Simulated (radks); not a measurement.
Results of a calculation; reference values are marked as such.
Task: Orbital eigenvalues (eV) of the iron ion Fe+, [Ar] 3d6 4s1, of relativity; Dirac values are averaged over j with weights 2j + 1. Spin-unpolarised spherical Kohn-Sham, PBEsol, point nucleus unless stated (finite: rms radius 3.7377 fm), a radial shooting solver on a logarithmic mesh with Libxc functionals. A level marked "c x" has the speed of light scaled by that factor and shares open shells by 2j + 1; other Dirac levels either fill j = l - 1/2 first or share by 2j + 1.

| shell | non-rel. |
|---|---|
| 1s | -6934.6 |
| 2s | -813.76 |
| 2p | -703.67 |
| 3s | -100.17 |
| 3p | -68.004 |
| 3d | -16.202 |
| 4s | -12.154 |
| 4p (empty) | -7.2812 |

Give the values at the level "Dirac, low j first".

Result: 
shell       Dirac, low j first  change of magnitude (%)
1s                     -6998.7                    +0.92
2s                     -826.91                    +1.62
2p                     -706.13                    +0.35
3s                     -102.24                    +2.06
3p                     -68.423                    +0.62
3d                     -15.953                    -1.54
4s                     -12.321                    +1.37
4p (empty)             -7.2920                    +0.15
